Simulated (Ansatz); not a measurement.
CH$_{5}$NO$_{2}$Si (`N[SiH2]C(=O)O`), relaxed with RKS PBE0-D4/def2-TZVP in the Gaussian-basis code of Ansatz from a PBE-D4/def2-SVP geometry. The force threshold is 0.005 eV/Å; the program also tests the step.

Charge 0, multiplicity 1.

Start:

```xyz
10

N    -0.531   -0.112   -1.776
Si   -0.767    0.490   -0.161
C     0.502   -0.014    1.225
O     0.408    0.373    2.377
O     1.505   -0.835    0.808
H    -0.656   -1.115   -1.937
H     0.281    0.225   -2.300
H    -0.711    1.989   -0.192
H    -2.091    0.000    0.347
H     2.061   -1.002    1.608
```

Question: How much energy does the relaxation release, and in how many steps? (Estimate.)

Answer: Computed: 1.31 kcal/mol, in 7 steps.

Question: Which bonds change most? (An estimate is asked.)

Answer: Computed: N1–Si2 from 1.740 to 1.708 Å; Si2–H8 from 1.501 to 1.481 Å; Si2–H9 from 1.501 to 1.481 Å; Si2–C3 from 1.946 to 1.927 Å.

Question: Give the relaxed structure. (Best estimate.)

Answer: The calculation gave: 
```xyz
10

N    -0.504   -0.122   -1.739
Si   -0.757    0.483   -0.163
C     0.500   -0.017    1.210
O     0.388    0.373    2.344
O     1.505   -0.827    0.828
H    -0.678   -1.093   -1.945
H     0.246    0.238   -2.307
H    -0.690    1.963   -0.190
H    -2.059   -0.006    0.346
H     2.049   -0.991    1.616
```
